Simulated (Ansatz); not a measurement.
Calculated with Ansatz (gas phase, PBE0-D4/def2-TZVP geometries, no zero-point term in ΔE). CCSD(T)/CBS is the MP2 limit (def2-TZVPP, def2-QZVPP) plus CCSD(T) − MP2 in def2-TZVPP, frozen cores. Functionals use def2-TZVPP. B3LYP here is the variant with VWN-RPA as its local correlation; programs differ in this. For Ga outer-core shells are correlated without core-valence functions, which leaves a few kJ/mol of doubt a bond. Scalar relativity is left out up to krypton. Each species was taken in one conformer, which may not be the lowest.

`C#[C][GaH][SH]` + `[CH3][GaH][Cl]` → `[CH3][GaH][SH]` + `C#[C][GaH][Cl]`  (redistribution)

`C#[C][GaH][SH]`:

```xyz
7

C    -0.724   -1.144   -1.598
C    -0.466   -0.280   -0.792
Ga   -0.047    1.070    0.489
S     1.325    0.500    2.100
H    -0.953   -1.904   -2.310
H    -0.609    2.515    0.456
H     1.473   -0.758    1.654
```

`[CH3][GaH][Cl]`:

```xyz
7

C     0.852    0.133   -0.420
Ga   -0.928    0.056    0.378
Cl   -1.470   -1.812    1.319
H     0.781    0.403   -1.476
H     1.361   -0.826   -0.327
H     1.449    0.904    0.075
H    -2.045    1.143    0.452
```

`[CH3][GaH][SH]`:

Cartesian coordinates in Å:
```
C -0.935 -0.360 0.593
Ga 0.362 -0.206 -0.868
S 2.085 1.160 -0.669
H -1.941 -0.141 0.224
H -0.707 0.319 1.415
H -0.944 -1.384 0.975
H 0.325 -0.978 -2.228
H 1.755 1.590 0.559
```

`C#[C][GaH][Cl]`:

```xyz
6

C     1.558    0.875    0.612
C     0.595    0.265    0.212
Ga   -0.901   -0.719   -0.423
Cl   -2.752    0.352   -0.470
H     2.406    1.418    0.967
H    -0.906   -2.191   -0.898
```

Problem. Is it downhill or uphill in electronic energy at CCSD(T)/CBS, and by how much? (Estimate.)

Solution. Computed: Uphill: ΔE = +1.5 kcal/mol.

Problem. What do these levels give: BHLYP-D4, B3LYP, BHLYP, HF/def2-SVP, SCS-MP2/def2-QZVPP, MP2/CBS(def2)? (An estimate is asked.)

Solution. Computed: BHLYP-D4 1.5, B3LYP 1.6, BHLYP 1.5, HF/def2-SVP 1.5, SCS-MP2/def2-QZVPP 1.4, MP2/CBS(def2) 1.5 kcal/mol.

Largest T1 diagnostic among the species: 0.014.

Leaving LDA and LC-ωPBE aside and taking each functional with its dispersion term where it has one, the values, not all of them listed here, spread over 0.2 kcal/mol, from B2PLYP to PBE-D4.
